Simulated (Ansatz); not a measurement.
Cost and result for the atomization energy of AlClH6SSi2 (11 atoms, 11 bonds).

Z-matrix (Å, degrees):
```
Si
Si 1 2.337
H 1 1.487 2 111.3
H 1 1.485 2 108.2 3 120.4
H 1 1.487 2 109.1 3 -120.6
S 2 2.304 1 101.8 3 -68.3
Al 2 2.391 1 122.9 3 -134.3
H 2 1.491 1 111.3 3 41.7
H 6 1.345 2 94.9 1 150.4
Cl 7 2.111 2 114.3 1 -9.2
H 7 1.575 2 123.3 1 179.1
```

The species carries charge 0 and has multiplicity 1. The bonds changed during the relaxation, so this is another structure than the one it started from. The structure was optimised at the PBE0-D4/def2-TZVP level. It is one conformer, not always the lowest. Program: Ansatz. All runs use 4 threads of a server CPU on a shared host. Times are those of one run each, without the atoms' runs, and a repeat can differ threefold. Electronic energies, without spin–orbit coupling; frozen cores. CCSD(T)/CBS adds CCSD(T) − MP2 in def2-TZVPP to the MP2 limit, and its time is that of the two runs behind it. T1 = 0.012.

CCSD(T)/CBS is a level of theory with its own doubt, some kJ/mol a heavy atom from the limit and from the frozen cores, so smaller differences don't rank the functionals.

```json
{"level": "BLYP-D4/def2-TZVPP", "functions": "294", "wall time": "1.6 s", "atomization (kJ/mol)": "3103.8", "difference from CCSD(T)/CBS": "-72.6", "per bond": "-6.6"}
{"level": "PBE-D4/def2-TZVPP (with forces)", "functions": "294", "wall time": "2 s", "atomization (kJ/mol)": "3156.1", "difference from CCSD(T)/CBS": "-20.3", "per bond": "-1.8"}
{"level": "CCSD(T)/def2-SVP", "functions": "120", "wall time": "2.8 s", "atomization (kJ/mol)": "2928.5", "difference from CCSD(T)/CBS": "-247.9", "per bond": "-22.5"}
{"level": "PBE0-D4/def2-TZVPP", "functions": "294", "wall time": "3 s", "atomization (kJ/mol)": "3145.8", "difference from CCSD(T)/CBS": "-30.6", "per bond": "-2.8"}
{"level": "BHLYP-D4/def2-TZVPP", "functions": "294", "wall time": "3 s", "atomization (kJ/mol)": "3109.6", "difference from CCSD(T)/CBS": "-66.8", "per bond": "-6.1"}
{"level": "r2SCAN-D4/def2-TZVPP (with forces)", "functions": "294", "wall time": "3.4 s", "atomization (kJ/mol)": "3191.5", "difference from CCSD(T)/CBS": "15.1", "per bond": "1.4"}
{"level": "CAM-B3LYP-D4/def2-TZVPP", "functions": "294", "wall time": "3.5 s", "atomization (kJ/mol)": "3143.6", "difference from CCSD(T)/CBS": "-32.8", "per bond": "-3.0"}
{"level": "r2SCANh-D4/def2-TZVPP", "functions": "294", "wall time": "4.4 s", "atomization (kJ/mol)": "3178.6", "difference from CCSD(T)/CBS": "2.2", "per bond": "0.2"}
{"level": "B2PLYP/def2-TZVPP", "functions": "294", "wall time": "4.6 s", "atomization (kJ/mol)": "3093.4", "difference from CCSD(T)/CBS": "-83.0", "per bond": "-7.6"}
{"level": "B97M-V/def2-TZVPP", "functions": "294", "wall time": "6 s", "atomization (kJ/mol)": "3226.8", "difference from CCSD(T)/CBS": "50.4", "per bond": "4.6"}
{"level": "MP2/def2-QZVPP", "functions": "530", "wall time": "18 s", "atomization (kJ/mol)": "3141.4", "difference from CCSD(T)/CBS": "-35.0", "per bond": "-3.2"}
{"level": "CCSD(T)/def2-TZVPP", "functions": "294", "wall time": "54 s", "atomization (kJ/mol)": "3079.0", "difference from CCSD(T)/CBS": "-97.4", "per bond": "-8.9"}
{"level": "CCSD(T)/CBS(def2)", "functions": "–", "wall time": "72 s", "atomization (kJ/mol)": "3176.4", "difference from CCSD(T)/CBS": "0.0", "per bond": "0.0"}
```

In def2-TZVPP, CCSD(T) changes the Hartree–Fock value by +714.9 kJ/mol (the triples alone add +45.2 kJ/mol) and MP2 by +720.0 kJ/mol; breaking electron pairs costs correlation energy, which Hartree–Fock lacks. From PBE to PBE0 (25 % exact exchange), in def2-TZVPP and without D4, the atomization energy moves by −5.7 kJ/mol: exact exchange takes away binding that semilocal exchange gives to molecules. At CCSD(T), def2-SVP lies −248.0 kJ/mol from the extrapolated value and def2-TZVPP −97.5 kJ/mol: correlation converges slowly with the basis, and small sets miss more of it in the bonded molecule than in its fragments.
